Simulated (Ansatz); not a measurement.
Reaction (redistribution): `[F][Hf]([F])([Cl])[Br]` + `BN` → `[NH2][Hf]([F])([Cl])[Br]` + `BF`

Computed with Ansatz on PBE0-D4/def2-TZVP structures; ΔE is electronic, products minus reactants. CBS: MP2 limit from def2 TZ/QZ plus the TZ coupled-cluster correction, frozen cores. This one scheme is used for every species. Functionals use def2-TZVPP. B3LYP here is the variant with VWN-RPA as its local correlation; programs differ in this. HSE06 is defined as in plane-wave codes. Elements past krypton have def2 core potentials. For Br, Hf outer-core shells are correlated without core-valence functions, which leaves a few kJ/mol of doubt a bond. Scalar relativity is left out up to krypton. One conformer a species, not always the lowest.

| level | ΔE (eV) |
| --- | --- |
| B3LYP-D4 | 1.12 |
| CAM-B3LYP-D4 | 1.14 |
| B2PLYP | 1.12 |
| PBE0 | 1.16 |
| HSE06 | 1.15 |
| CAM-B3LYP | 1.17 |
| RPA@PBE/def2-TZVPP | 1.02 |
| HF/def2-SVP | 1.01 |

What does CCSD(T)/CBS give? (Estimate.)

Computed: +1.06 eV. The listed levels differ from it by 0.06, 0.08, 0.06, 0.10, 0.09, 0.11, -0.04, -0.05 eV.

Largest T1 diagnostic among the species: 0.014.

From r2SCAN to r2SCAN0 (25 % exact exchange), in def2-TZVPP and without D4, ΔE moves by −0.05 eV. At CCSD(T), def2-SVP lies +0.05 eV from the extrapolated value and def2-TZVPP −0.01 eV. The D4 term adds −0.03 eV with B3LYP and −0.02 eV with PBE0; it sums over pairs of atoms, weighted by their polarisabilities, and B3LYP, whose exchange is more repulsive, gets the larger term.
